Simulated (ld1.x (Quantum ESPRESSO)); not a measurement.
## An all-electron radial function and its pseudo partner (Cd)

Columns: radius, all-electron u(r) and pseudo u(r) of the 4d shell (level -11.90 eV) of cadmium in the configuration [Ar] 3d10 4s2 4p6 4d10 5s2 5p0; LDA (PZ), scalar-relativistic, PAW scheme, ld1.x (Quantum ESPRESSO) 7.5.

```csv
r (bohr),all-electron,pseudo
0.123,0.3261,-0.0045
0.245,0.4646,-0.0341
0.368,0.1609,-0.1062
0.490,-0.2498,-0.2231
0.613,-0.5888,-0.3751
0.735,-0.8038,-0.5369
0.858,-0.9116,-0.6838
0.980,-0.9407,-0.7898
1.103,-0.9202,-0.8433
1.225,-0.8715,-0.8437
1.348,-0.8079,-0.8029
1.470,-0.7394,-0.7397
1.593,-0.6699,-0.6700
1.715,-0.6038,-0.6038
1.838,-0.5414,-0.5414
1.960,-0.4845,-0.4845
2.083,-0.4323,-0.4323
2.205,-0.3855,-0.3855
2.328,-0.3431,-0.3431
2.450,-0.3055,-0.3055
2.573,-0.2717,-0.2717
2.695,-0.2417,-0.2417
2.818,-0.2148,-0.2148
2.940,-0.1911,-0.1911
3.063,-0.1698,-0.1698
3.185,-0.1511,-0.1511
```

Q: How many radial nodes do the two functions have?

A: The all-electron 4d function has n − l − 1 = 1; the pseudo-wave has 0, since the states of the same l below it are removed with the core.

Q: At about which radius was the pseudo-wave matched?

A: 1.65 bohr. The columns agree to 0.0005 from 1.47 bohr on; several derivatives are matched, so the curves merge somewhat inside the radius.

Q: Where does each function peak?

A: Outermost all-electron maximum near 0.98 bohr, pseudo maximum near 1.23 bohr (to the table’s step).

Q: Is the pseudo-wave norm-conserving?

A: No, it belongs to a PAW set: the norm inside the radius is not constrained, and the difference is carried by the augmentation charge.
